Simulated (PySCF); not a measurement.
Job for PySCF: R-MP2/6-31G* on BFH2O (SMILES OBF), a point of a torsion scan.

```python
from pyscf import gto, scf, dft, mp
from pyscf.data.elements import chemcore

mol = gto.M(
    atom='''
    O     0.88843368   -0.03084770   -0.28637862
    B    -0.39017908    0.19477630   -0.48584081
    F    -0.85067332    1.44049906   -0.34848240
    H     1.48795084   -0.25810903    0.40639592
    H    -1.15013494   -0.59332234   -0.92033868
    ''',
    basis='6-31g*',
    cart=True,
    charge=0, spin=0, verbose=3, max_memory=1800)
mf = scf.RHF(mol)
mf.conv_tol = 1e-8
mf.max_cycle = 100
mf.kernel()
if not mf.converged:
    mf = mf.newton().run(mf.mo_coeff, mf.mo_occ)
pt = mp.MP2(mf, frozen=chemcore(mol)).run()
```

It printed:

```
converged SCF energy = -200.237344267687
E(RMP2) = -200.659741612224  E_corr = -0.422397344536955
E(SCS-RMP2) = -200.646019068794  E_corr = -0.408674801106587
```

The calculation finished and met its thresholds.

Cost: very roughly 0.8 core-seconds.
